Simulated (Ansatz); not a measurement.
Geometry optimisation, RKS PBE0/STO-3G (Ansatz).

The input (input.yaml):

```yaml
crystal:
  periodic: [false, false, false]
  atoms:
    - { symbol: B, position_ang: [-0.7258, -0.7214, -0.8536] }
    - { symbol: F, position_ang: [-0.7373, 0.9401, -1.091] }
    - { symbol: H, position_ang: [0.0172, -1.1457, -1.6488] }
    - { symbol: H, position_ang: [-1.8433, -1.0485, -0.7888] }
    - { symbol: H, position_ang: [0.5975, 0.429, 0.8768] }
    - { symbol: "N", position_ang: [0.0515, -0.7893, 0.7688] }
    - { symbol: H, position_ang: [-0.0043, 1.483, -0.3072] }
    - { symbol: O, position_ang: [0.8605, 1.6511, 0.6095] }
    - { symbol: H, position_ang: [0.7293, -1.5351, 0.7986] }
    - { symbol: H, position_ang: [-0.6486, -0.9225, 1.4822] }
    - { symbol: H, position_ang: [1.7034, 1.6594, 0.1535] }
basis:
  gaussian: { orbitals: STO-3G }
hamiltonian:
  xc: pbe0
relax:
  f_tol: 0.15
  max_steps: 25
  restrain:
    - { distance: [0, 5], at: 1.55, k: 30.0 }
    - { distance: [4, 7], at: 0.97, k: 30.0 }
    - { distance: [6, 1], at: 0.88, k: 30.0 }
    - { distance: [0, 1], at: 2.71, k: 30.0 }
    - { distance: [4, 5], at: 2.32, k: 30.0 }
    - { distance: [6, 7], at: 2.27, k: 30.0 }
```

Command:

```bash
$ ansatz run input.yaml --threads 1 --pin off --max-ram 2048MiB --backend cpu --events-out ev --progress --plain --runs-dir out
```

Where does it end, and by what steps?

The forces met the threshold. The restraints hold the end off the free minimum. Limits of this set-up: minimal basis. After 13 steps the energy has risen by 2.537 eV (the restraints' own energy left out); H7 moved furthest, 0.74 Å. Parted: B1–F2. Joined: F2–H7, H5–O8.

```json
{"step": "0", "energy less start (eV)": "0.0000", "largest force component (eV/Å)": "5.952", "accepted": "yes"}
{"step": "1", "energy less start (eV)": "1.1364", "largest force component (eV/Å)": "3.990", "accepted": "yes"}
{"step": "2", "energy less start (eV)": "2.6814", "largest force component (eV/Å)": "6.919", "accepted": "yes"}
{"step": "3", "energy less start (eV)": "2.7430", "largest force component (eV/Å)": "3.084", "accepted": "yes"}
{"step": "4", "energy less start (eV)": "2.7126", "largest force component (eV/Å)": "2.208", "accepted": "yes"}
{"step": "5", "energy less start (eV)": "2.6038", "largest force component (eV/Å)": "2.513", "accepted": "no"}
{"step": "6", "energy less start (eV)": "2.5753", "largest force component (eV/Å)": "2.359", "accepted": "yes"}
{"step": "7", "energy less start (eV)": "2.5541", "largest force component (eV/Å)": "2.510", "accepted": "yes"}
{"step": "8", "energy less start (eV)": "2.5428", "largest force component (eV/Å)": "2.586", "accepted": "yes"}
{"step": "9", "energy less start (eV)": "2.5445", "largest force component (eV/Å)": "2.573", "accepted": "yes"}
{"step": "10", "energy less start (eV)": "2.5082", "largest force component (eV/Å)": "2.634", "accepted": "no"}
{"step": "11", "energy less start (eV)": "2.5268", "largest force component (eV/Å)": "2.607", "accepted": "yes"}
{"step": "12", "energy less start (eV)": "2.5349", "largest force component (eV/Å)": "2.655", "accepted": "no"}
{"step": "13", "energy less start (eV)": "2.5368", "largest force component (eV/Å)": "2.608", "accepted": "yes"}
```

```xyz
11
Properties=species:S:1:pos:R:3
B -0.725 -1.202 -0.695
F -0.769 1.407 -1.375
H -0.018 -1.388 -1.608
H -1.880 -1.048 -0.789
H 0.845 0.841 0.988
N -0.140 -1.224 0.636
H -0.505 1.931 -0.626
O 1.152 1.790 0.896
H 0.832 -1.533 0.820
H -0.713 -1.199 1.499
H 1.922 1.625 0.254
```

The run took 46 s on 1 thread of Arm Neoverse N1, on a shared host, peak memory 0.15 GiB.
